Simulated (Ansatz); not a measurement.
Species: GaH₂Br, charge 0, singlet. GaH2Br (SMILES [GaH2][Br]).
B3LYP-D3(BJ)/def2-TZVP minimum from Ansatz (a first-principles code):
```
Ga
H 1 1.5575
H 1 1.5575 2 129.48
Br 1 2.3131 2 115.26 3 -180.00
```
Charge 0, spin multiplicity 1.

Hartree-Fock and CCSD(T) correlation energies in hartree (Ansatz). UHF or UKS for unpaired electrons; spin-orbit terms are left out. Correlated methods leave the cores frozen (noble-gas shells, and filled d and f shells in the p block). No relativity. Spin-orbit terms, left out, reach several kcal/mol for Br and I, and more for heavier atoms.

```tsv
basis	X	E(HF)	E(corr, CCSD(T))
cc-pVTZ	3	-4496.96262	-0.27736
cc-pVQZ	4	-4496.96917	-0.30118
cc-pV5Z	5	-4496.96985	withheld
```

Question: Fit E(corr) = E∞ + A/X³ to X = 3 and 4, predict X = 5, and compare with the run.

Answer: A = (-0.27736 - (-0.30118))/(1/27 - 1/64) = 1.1125; E∞ = -0.30118 - A/64 = -0.31856; at X = 5, E∞ + A/125 = -0.30966. The run gave -0.30916, 0.50 mEh above the prediction. The same form on X = 4 and 5 gives E∞ = -0.31753, 1.03 mEh above the first estimate.
